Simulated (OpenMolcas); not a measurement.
Pt3+ among 6 point charges of -1.7 e arranged as a tetragonal octahedron (D4h). The axial distance is 1.08 times the equatorial one, R.

```yaml
Program: OpenMolcas
Method: "SS-CASPT2, IPEA 0.25 Eh, imaginary shift 0.1 Eh (closed shells correlated: 5s 5p)"
Basis: ANO-RCC-VDZP [7s6p4d2f]
Scalar_Hamiltonian: DKH2, point nucleus
Active_space: 7 electrons in 5 orbitals (5d)
State_averaging: 2S+1 = 4 even, 10 roots; 2S+1 = 2 even, 40 roots
Spin-orbit_coupling: RASSI with atomic mean-field integrals over the reference wave functions
```

All point charges move together. At R = 2.21 Å the first state of the same spin is 900 cm-1, and at R = 2.43 Å it is 670 cm-1.

Task: A third run gives 1130 cm-1. What distance was it run at?

Result: With a power law R^-n the two known points give n = -ln(670 / 900) / ln(2.43 / 2.21) = 3.11. Then R = 2.21 × (900 / 1130)^(1/3.11) = 2.054 Å. The run was at 2.09 Å, so the estimate is off by -0.036 Å.

This shell can be high or low spin here, a state of another spin lies low, and with metal d orbitals alone active their balance is uncertain, so the ground spin may be wrong. Point charges give a weaker field than real ligands, and real ions of this kind are as a rule low spin; the high spin found here belongs to the model. Free-ion shares, where given, are those of the reference states; single-state CASPT2 does not remix them. Spin-orbit coupling mixes the spin-free states strongly: the lowest level takes only 49 % from its leading state, 4A2 (figures for R = 2.09; the like holds for R = 2.21, R = 2.43). Point charges carry no covalency, so the field is a model and not that of real ligands. No measured value stands beside these numbers.
